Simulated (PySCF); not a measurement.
# C2H9FO2Si2

The system: C2H9FO2Si2, a molecule drawn to mimic a surface site (built as: Si site whose three back bonds go to CH2SiH3, F, OCH3; end group OH); neutral, singlet. The structure, one conformer, was relaxed in the gas phase by PBE0-D3(BJ)/def2-SVP. No frequency run checks that it is a minimum.

SMILES: CO[Si](O)(F)C[SiH3]

```
atom   x (Å)   y (Å)   z (Å)
 Si1   0.696  -0.758   0.475
  C2   0.516   0.992   1.031
 Si3  -1.241   1.674   0.998
  F4  -0.632  -1.574   0.951
  O5   0.793  -0.966  -1.155
  C6  -0.271  -0.956  -2.070
  O7   2.041  -1.411   1.153
  H8   0.899   1.068   2.063
  H9   1.166   1.622   0.401
 H10  -1.228   3.156   1.197
 H11  -2.065   1.053   2.075
 H12  -1.886   1.389  -0.321
 H13  -0.007  -1.587  -2.932
 H14  -1.202  -1.348  -1.626
 H15  -0.467   0.065  -2.441
 H16   2.338  -2.246   0.777
```

Shieldings: GIAO PBE0/pcSseg-1. Shifts are against computed references at the same level: C TMS (σ 184.4 ppm), H TMS (σ 31.27 ppm), Si TMS (σ 352.0 ppm). Core levels by delta-SCF with SCAN, pcX-2 on the ionised atom and pcseg-1 elsewhere, spin-free X2C (2p3/2 is the spin-free 2p value less a third of a first-order spin-orbit splitting); from the vacuum level, for chosen atoms.

Give the NMR and core-level values of the distinct atoms.


| atoms | bonded to | σ (ppm) | δ (ppm) | core level (eV) |
| --- | --- | --- | --- | --- |
| Si1 | 1 C + 1 F + 2 O | 389.0 | -37.0 | 2p3/2 108.33 |
| C2 | 2 Si + 2 H | 197.3 | -12.9 | 1s 290.20 |
| Si3 | 1 C + 3 H | 421.7 | -69.7 | - |
| F4 | 1 Si | 323.6 | - | 1s 692.13 |
| O5 | 1 C + 1 Si | 298.1 | - | 1s 538.36 |
| C6 | 1 O + 3 H | 131.3 | 53.1 | - |
| O7 | 1 Si + 1 H | 274.4 | - | 1s 538.89 |
| H8 | 1 C | 31.20 | 0.07 | - |
| H9 | 1 C | 31.42 | -0.15 | - |
| H10 H11 H12 | 1 Si | 27.26 | 4.01 | - |
| H13 H14 H15 | 1 C | 27.54 | 3.72 | - |
| H16 | 1 O | 29.23 | 2.04 | - |

Values are those of this one static structure, with the three H of a rotating XH3 group averaged; atoms that internal rotation interchanges would show their mean in an NMR spectrum.

Which of O5, O7 holds its core electrons tightest, and by how much against the loosest?

O7 (bonded to 1 Si + 1 H), by 0.53 eV over O5 (bonded to 1 C + 1 Si).

By CAM-B3LYP/def2-SVPD (TDDFT singlets, Tamm-Dancoff triplets, ionisation by delta-SCF), where does absorption start, and what does vertical ionisation take?

The lowest singlet lies at 7.77 eV (f 0.013), the strongest of the first 6 at 8.42 eV (f 0.090), the lowest triplet at 7.56 eV; vertical ionisation takes 10.71 eV.

The 3 runs behind this took 6.4 min in all, one thread each of Arm Neoverse V2 on a shared host, launched as `OMP_NUM_THREADS=1 python cluster_run.py task.json out`.
